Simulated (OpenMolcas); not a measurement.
Ti3+, Zr3+, Hf3+: d down the group

- Program: OpenMolcas 26.06
- Method: SS-CASPT2, IPEA 0.25 Eh, imaginary shift 0.1 Eh
- Basis: ANO-RCC-VQZP
- Scalar Hamiltonian: DKH2, point nucleus
- Spin-orbit coupling: state interaction with AMFI integrals over the reference wave functions, term energies averaged over their components

Active space for each ion: 1 electron in 5 orbitals (d); closed shells correlated by CASPT2: Ti3+ 3s 3p; Zr3+ 4s 4p; Hf3+ 5s 5p.

Computed levels in cm-1 above 2D 3/2:

```tsv
Level	Ti3+	Zr3+	Hf3+
2D 5/2	380	1223	4990
weight of 2D in the lowest level (%)	100	100	100
```

Measured, with the error of the calculation in %. Measured levels: Ti3+ from Corliss and Sugar, J. Phys. Chem. Ref. Data 8, 1 (1979); Zr3+ from the list in Rauch et al., Astron. Astrophys. 599, A142 (2017).

```
 Level        Ti3+         Zr3+
2D 5/2  382 (-0.5)  1251 (-2.2)
```

The fine-structure level 2D 5/2 changes by a factor of 13.1 from Ti3+ to Hf3+.

CASPT2 does not keep the components of a term degenerate, so their means are used; among the terms shown or strongly mixed into the levels shown the widest spread is 13 cm-1 (3d 2D, Ti3+). With one active electron, CASPT2 adds the correlation within the correlated inactive shells and between them and that electron, and leaves the splitting within a term as the reference gives it. Measured partners are found by configuration, term and J. A level has none where our copy of the source lacks it or the pairing is in doubt (some pairs that miss far off the trend of their configuration count as doubtful), and it then counts in no deviation. Levels of configurations outside the active space are missing.
